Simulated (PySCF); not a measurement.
H2Cd, singlet, at a GFN2-xTB geometry (such geometries of metal compounds can be far from the true shape) (core potentials on Cd); CAMB3LYP/def2-TZVP, polarisability in PySCF.

PySCF was given this input:
```python
from pyscf import gto, scf, dft
from pyscf.prop import polarizability

mol = gto.M(
    atom='''
Cd    0.00000000    0.00000000    0.00000000
H     0.00000000    0.00000000    1.65641695
H    -0.00000000   -0.00000000   -1.65641695
''',
    basis='def2-tzvp',
    ecp={'Cd': 'def2-tzvp'},
    verbose=4,
)

mf = dft.RKS(mol)
mf.xc = 'camb3lyp'
mf.kernel()
alpha = mf.Polarizability().polarizability()[2, 2]
print('alpha_zz =', alpha)
```

Output, abridged:

```
site-packages/pyscf/prop/efg/rhf.py:45: UserWarning: Module EFG is under testing
  warnings.warn('Module EFG is under testing')
site-packages/pyscf/prop/efg/dhf.py:30: UserWarning: Module EFG is under testing
  warnings.warn('Module EFG is under testing')
site-packages/pyscf/prop/zfs/uhf.py:40: UserWarning: Module ZFS is under testing
  warnings.warn('Module ZFS is under testing')
site-packages/pyscf/prop/gtensor/uhf.py:43: UserWarning: Module g-tensor is under testing
  warnings.warn('Module g-tensor is under testing')
site-packages/pyscf/prop/gtensor/uks.py:41: UserWarning: Module g-tensor is under testing
  warnings.warn('Module g-tensor is under testing')
site-packages/pyscf/prop/hfc/uks.py:35: UserWarning: Module HFC is under testing
  warnings.warn('Module HFC is under testing')
site-packages/pyscf/prop/magnetizability/rhf.py:39: UserWarning: Module magnetizability is under testing
  warnings.warn('Module magnetizability is under testing')
site-packages/pyscf/prop/magnetizability/uhf.py:37: UserWarning: Module magnetizability is under testing
  warnings.warn('Module magnetizability is under testing')
site-packages/pyscf/prop/magnetizability/rks.py:37: UserWarning: Module magnetizability is under testing
  warnings.warn('Module magnetizability is under testing')
site-packages/pyscf/prop/magnetizability/uks.py:39: UserWarning: Module magnetizability is under testing
  warnings.warn('Module magnetizability is under testing')
site-packages/pyscf/prop/polarizability/uhf.py:34: UserWarning: Module polarizability is under testing
  warnings.warn('Module polarizability is under testing')
site-packages/pyscf/prop/polarizability/rks.py:29: UserWarning: Module polarizability is under testing
  warnings.warn('Module polarizability is under testing')
site-packages/pyscf/prop/polarizability/uks.py:29: UserWarning: Module polarizability is under testing
  warnings.warn('Module polarizability is under testing')
PySCF version 2.14.0

[INPUT] verbose = 4
[INPUT] num. atoms = 3
[INPUT] num. electrons = 22
[INPUT] charge = 0
[INPUT] spin (= nelec alpha-beta = 2S) = 0
[INPUT] symmetry False subgroup None
[INPUT] Mole.unit = angstrom
[INPUT] Symbol           X                Y                Z      unit          X                Y                Z       unit  Magmom
[INPUT]  1 Cd     0.000000000000   0.000000000000   0.000000000000 AA    0.000000000000   0.000000000000   0.000000000000 Bohr   0.0
[INPUT]  2 H      0.000000000000   0.000000000000   1.656416950000 AA    0.000000000000   0.000000000000   3.130174383587 Bohr   0.0
[INPUT]  3 H      0.000000000000   0.000000000000  -1.656416950000 AA    0.000000000000   0.000000000000  -3.130174383587 Bohr   0.0

nuclear repulsion = 12.9385762698577
number of shells = 22
number of NR pGTOs = 81
number of NR cGTOs = 52
basis = def2-tzvp
ecp = {'Cd': 'def2-tzvp'}

******** <class 'pyscf.dft.rks.RKS'> ********
method = RKS
initial guess = minao
damping factor = 0
level_shift factor = 0
DIIS = <class 'pyscf.scf.diis.CDIIS'>
diis_start_cycle = 1
diis_space = 8
diis_damp = 0
SCF conv_tol = 1e-09
SCF conv_tol_grad = None
SCF max_cycles = 50
direct_scf = True
direct_scf_tol = 1e-13
XC library pyscf.dft.libxc version 7.1.2
    S. Lehtola, C. Steigemann, M. J. T. Oliveira, and M. A. L. Marques,  SoftwareX 7, 1–5 (2018)
XC functionals = camb3lyp
    T. Yanai, D. P. Tew, and N. C. Handy,  Chem. Phys. Lett. 393, 51 (2004)
radial grids:
    Treutler-Ahlrichs [JCP 102, 346 (1995); DOI:10.1063/1.469408] (M4) radial grids

becke partition: Becke, JCP 88, 2547 (1988); DOI:10.1063/1.454033
pruning grids: <function nwchem_prune>
grids dens level: 3
symmetrized grids: False
atomic radii adjust function: <function treutler_atomic_radii_adjust>
small_rho_cutoff = 0
Set gradient conv threshold to 3.16228e-05
Initial guess from minao.
tot grids = 42008
init E= -156.470562483243
  HOMO = -0.79071911339777  LUMO = -0.492288025909012  gap/eV = 8.12072
cycle= 1 E= -167.622705670377  delta_E= -11.2  |g|= 3.13  |ddm|= 5.32
  HOMO = 0.0468424820310482  LUMO = 0.0627236652983934  gap/eV = 0.43215
cycle= 2 E= -165.633585258579  delta_E= 1.99  |g|= 4.96  |ddm|= 5.33
  HOMO = -0.353976032342842  LUMO = -0.0097619760593316  gap/eV = 9.36654
cycle= 3 E= -168.889761470712  delta_E= -3.26  |g|= 0.192  |ddm|= 3.63
  HOMO = -0.33070634845621  LUMO = 0.00715203738384904  gap/eV = 9.19359
cycle= 4 E= -168.899114132945  delta_E= -0.00935  |g|= 0.022  |ddm|= 0.364
  HOMO = -0.336949255037362  LUMO = 0.0006328844554903  gap/eV = 9.18608
cycle= 5 E= -168.899295115286  delta_E= -0.000181  |g|= 0.00349  |ddm|= 0.038
  HOMO = -0.338106280554805  LUMO = 1.63000402150907e-05  gap/eV = 9.20078
cycle= 6 E= -168.899302026231  delta_E= -6.91e-06  |g|= 0.000706  |ddm|= 0.0124
  HOMO = -0.337936220122992  LUMO = 4.01157189041275e-05  gap/eV = 9.19680
cycle= 7 E= -168.89930214547  delta_E= -1.19e-07  |g|= 6.99e-05  |ddm|= 0.00122
  HOMO = -0.3379471457303  LUMO = 4.80590815823279e-05  gap/eV = 9.19732
cycle= 8 E= -168.899302147222  delta_E= -1.75e-09  |g|= 8.6e-06  |ddm|= 0.000108
  HOMO = -0.337944893723104  LUMO = 4.86389096891592e-05  gap/eV = 9.19727
cycle= 9 E= -168.899302147247  delta_E= -2.44e-11  |g|= 1.23e-06  |ddm|= 1.62e-05
  HOMO = -0.337945069424992  LUMO = 4.85357352026234e-05  gap/eV = 9.19727
Extra cycle  E= -168.899302147247  delta_E= -8.53e-14  |g|= 1.46e-06  |ddm|= 1.97e-06
converged SCF energy = -168.899302147247
Isotropic polarizability 29.8988199837
Polarizability anisotropy 14.8302876573
alpha_zz = 39.78567842189166
```
